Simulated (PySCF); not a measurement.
A GIAO shielding run with PySCF (density fitting, non-relativistic, gas phase) on `N#C[Si]1(C2CC2)SCCS1`, C$_{6}$H$_{9}$NS$_{2}$Si:

```
{"job": {"kind": "nmr", "xc": "PBE0", "basis": "pcSseg-1"}, "charge": 0, "multiplicity": 1}
N      0.863317     3.026667    -0.783494
C      0.502531     1.967408    -0.476182
Si    -0.049699     0.251786     0.013249
C      1.436124    -0.818832    -0.184315
C      2.817911    -0.280105     0.122126
C      2.435525    -0.553057    -1.289318
S     -0.848118     0.226580     1.992257
C     -2.588294     0.408623     1.446442
C     -2.895137    -0.513521     0.285171
S     -1.792294    -0.202096    -1.147749
H      1.260627    -1.870784     0.065816
H      3.512528    -0.961124     0.620206
H      2.911935     0.764997     0.433298
H      2.267449     0.305381    -1.947082
H      2.860496    -1.426619    -1.789777
H     -2.779409     1.458897     1.179811
H     -3.208469     0.153641     2.319710
H     -3.918822    -0.344204    -0.083197
H     -2.802196    -1.567278     0.586669
```

Hardware: 1 thread of an Arm Neoverse N1, shared host. The job also computes population analyses, field gradients, ring-centre shieldings.

**Question.** How large is the calculation?

**Answer.** 98 electrons, 236 basis functions and 1287 auxiliary functions.

**Question.** How long does it take?

**Answer.** 84 s of wall time, with 14 SCF cycles and 5 response iterations. Times on a shared host scatter by some tens of per cent.

**Question.** And these other runs on the same molecule and hardware: GIAO shielding at KT3/pcSseg-1?

**Answer.** KT3/pcSseg-1: 236 functions, 98 s.
